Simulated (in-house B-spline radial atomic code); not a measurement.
Values are calculated unless marked as measured or tabulated.
Making a Troullier-Martins d channel for Pd, r_c = 0.82 bohr

Pd, [Kr] 4d10, non-relativistic PBE, spherical and spin-unpolarised, from a B-spline radial code for spherical atoms (atomic units). The all-electron 4d level is ε = -0.151059 hartree, its outermost node lies just inside 0.45 bohr and its outer maximum at 1.09 bohr.

Inside r_c the pseudo-orbital is u(r) = r^3 exp(p(r)), with p = c0 + c2 r² + c4 r⁴ + … + c12 r¹². The seven coefficients follow from p and its first four derivatives at r_c, from zero curvature of the screened potential at the origin, c4 = −c2²/(2l + 5), and from the norm inside r_c. At r_c the all-electron orbital has P = 0.7352186, P' = 0.9556898, the screened potential V = -8.016936, V' = 22.46394, V'' = -75.13268, and the norm inside is Q = 0.1202731.

Q: What are p, p' and p'' at r_c?

A: p = ln(P/r_c^3) = ln(0.7352186/0.551368) = 0.28777. p' = P'/P − 3/r_c = 1.29987 − 3.65854 = -2.35866. The radial equation gives p'' = 2(V − ε) − 2(3) p'/r_c − p'² = -15.73175 − (-17.25852) − 5.56330 = -4.03653. Differentiating, p''' = 2V' + 2(3)p'/r_c² − 2(3)p''/r_c − 2p'p'' = 34.375, and p'''' = 2V'' − 4(3)p'/r_c³ + 4(3)p''/r_c² − 2(3)p'''/r_c − 2p''² − 2p'p''' = -292.92.

For a trial c2 the five matching conditions are linear in c0, c6, c8, c10 and c12, and c2 is varied until the norm inside r_c equals Q. The root nearest zero gives:

| n | c_n |
| --- | --- |
| 0 | 2.830373 |
| 2 | -8.226202 |
| 4 | -7.518934 |
| 6 | 88.47047 |
| 8 | -187.7482 |
| 10 | 167.5957 |
| 12 | -55.8837 |

Q: Check c4 and p(r_c), and find the screened pseudopotential at the origin.

A: −c2²/9 = -7.51893, as listed. The terms c_n r_c^n are 2.83037, -5.53130, -3.39947, 26.89561, -38.37837, 23.03570, -5.16477, which sum to 0.28777. Inverting the radial equation, V_l(r) = ε + 3 p'/r + (p'' + p'²)/2, so V_l(0) = ε + (2l + 3) c2 = -0.151059 + 7 × (-8.2262) = -57.7345 hartree, finite where the all-electron potential diverges.

Orbitals and screened potentials:

```json
{"r (bohr)": "0.082", "P": "-0.1324", "u": "0.008841", "V all-electron": "-398.7", "V pseudo": "-57.59"}
{"r (bohr)": "0.205", "P": "-0.4107", "u": "0.1026", "V all-electron": "-108.1", "V pseudo": "-52.96"}
{"r (bohr)": "0.328", "P": "-0.3009", "u": "0.247", "V all-electron": "-49.47", "V pseudo": "-36.63"}
{"r (bohr)": "0.451", "P": "0.01233", "u": "0.3446", "V all-electron": "-27.63", "V pseudo": "-15.65"}
{"r (bohr)": "0.574", "P": "0.3315", "u": "0.4358", "V all-electron": "-17.14", "V pseudo": "-3.939"}
{"r (bohr)": "0.697", "P": "0.5769", "u": "0.5845", "V all-electron": "-11.43", "V pseudo": "-6.034"}
{"r (bohr)": "0.82", "P": "0.7352", "u": "0.7352", "V all-electron": "-8.017", "V pseudo": "-8.017"}
```

Logarithmic derivatives P'/P at R = 1.12 bohr, for energies E around ε:

```json
{"E − ε (hartree)": "-0.5", "all-electron": "0.348308", "pseudo": "0.346152"}
{"E − ε (hartree)": "-0.25", "all-electron": "0.147238", "pseudo": "0.146579"}
{"E − ε (hartree)": "-0.1", "all-electron": "0.019725", "pseudo": "0.0195486"}
{"E − ε (hartree)": "0", "all-electron": "-0.0684179", "pseudo": "-0.0684961"}
{"E − ε (hartree)": "0.1", "all-electron": "-0.159239", "pseudo": "-0.159432"}
{"E − ε (hartree)": "0.25", "all-electron": "-0.300843", "pseudo": "-0.301684"}
{"E − ε (hartree)": "0.5", "all-electron": "-0.552693", "pseudo": "-0.55625"}
```

Q: With P(R) = 0.8462597 and a norm of 0.3203239 inside R, what slope in energy does norm conservation fix?

A: d(P'/P)/dE = −2 × (norm inside R)/P(R)² = -0.8946 per hartree·bohr at E = ε, for both atoms, since orbital and norm agree at R. Differences over ±0.1 hartree give -0.8948 (all-electron) and -0.8949 (pseudo), which also hold third-order terms. Half a hartree below ε the two curves differ by -0.0022.
